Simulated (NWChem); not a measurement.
# tin monoxide (SnO, singlet); SMILES [O]=[Sn]

Results from NWChem. Low-valent species are run as closed-shell singlets; no triplet was tried in these runs. Coordinates come from a PBE0-D3(BJ)/def2-TZVP optimisation. def2 effective core potentials on Sn; no spin-orbit coupling. Static field.

For level CAM-B3LYP/def2-TZVP:

```
Quantity                          Result
--------------------------------  ------
isotropic polarisability (bohr³)    36.6
anisotropy (bohr³)                  14.4
```

Q: How do the values read with level CAM-B3LYP/def2-TZVPD instead?

A: 
| Property | Result |
|---|---|
| isotropic polarisability (bohr³) | 41.3 |
| anisotropy (bohr³) | 15.6 |
